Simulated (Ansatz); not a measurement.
**One arrangement of a pair**

The pair of Ag⁺ (SMILES [Ag+], atom 1) and Cl⁻ (SMILES [Cl-], atom 2), both closed shells, in one local arrangement (a lower one may exist), relaxed at PBE0-D4/def2-TZVP:

```xyz
2
angstrom
Ag -0.0000 -0.0000 -1.1429
Cl 0.0000 0.0000 1.1429
```

Ansatz 0.2.0; basis: def2-TZVPPD, with def2-QZVPPD for the basis limit; cores frozen in the correlated methods. Filled d shells of the heavier atoms are correlated. Core potentials replace the inner electrons of the atoms past krypton. B3LYP uses VWN-RPA correlation. Extrapolation: Hartree–Fock as exp(−7.88 √X), correlation as X^−2.97. Interaction energies count from these two fragments, frozen as in the pair, with the counterpoise correction; negative means bound.

Question: What is the interaction energy by CCSD(T) at an estimated basis limit (MP2 extrapolated from triple and quadruple zeta, plus CCSD(T) − MP2 in triple zeta)? (An estimate is asked for; the value comes from the calculation.)

Answer: Computed: -693.7 kJ/mol. Hartree–Fock alone gives -596.4 kJ/mol at the basis limit. It counts from the two fragments frozen as in the pair.

The same quantity by other methods in triple zeta, and each one's difference from that estimate:
```json
{"method": "PBE-D4", "E_int (kJ/mol)": "-728.9", "difference": "-35.1"}
{"method": "revPBE-D4", "E_int (kJ/mol)": "-708.8", "difference": "-15.1"}
{"method": "BLYP-D4", "E_int (kJ/mol)": "-720.8", "difference": "-27.1"}
{"method": "r2SCAN-D4", "E_int (kJ/mol)": "-721.1", "difference": "-27.4"}
{"method": "B97M-V", "E_int (kJ/mol)": "-705.9", "difference": "-12.2"}
{"method": "PBE0-D4", "E_int (kJ/mol)": "-698.5", "difference": "-4.8"}
{"method": "B3LYP-D4", "E_int (kJ/mol)": "-700.0", "difference": "-6.3"}
{"method": "HSE06-D4", "E_int (kJ/mol)": "-698.8", "difference": "-5.1"}
{"method": "wB97X-V", "E_int (kJ/mol)": "-679.1", "difference": "14.6"}
{"method": "wB97M-V", "E_int (kJ/mol)": "-677.6", "difference": "16.1"}
{"method": "B2PLYP", "E_int (kJ/mol)": "-684.3", "difference": "9.4"}
{"method": "HF", "E_int (kJ/mol)": "-591.5", "difference": "102.2"}
{"method": "MP2", "E_int (kJ/mol)": "-674.4", "difference": "19.3"}
{"method": "CCSD", "E_int (kJ/mol)": "-654.1", "difference": "39.6"}
{"method": "CCSD(T)", "E_int (kJ/mol)": "-664.3", "difference": "29.4"}
```
Differences are method less estimate.

Question: Which atoms make the shortest contact between the fragments?

Answer: Ag1 and Cl2, 2.29 Å apart.

Basis-set superposition shift (counterpoise-corrected less uncorrected): CCSD(T) 9.0; MP2 8.4; HF 0.3; PBE0-D4 0.4; wB97M-V 0.4 kJ/mol.

The T1 diagnostic stays at or below 0.020.

For scale, one of the runs: CCSD(T)/def2-TZVPPD, 107 basis functions, launched by `ansatz run in.yaml --threads 2 --pin off --events-out ev --progress --plain --max-ram 5222MiB`. The run took about 3.3 s on 2 CPU threads of an Intel Xeon Platinum 8375C (shared host).
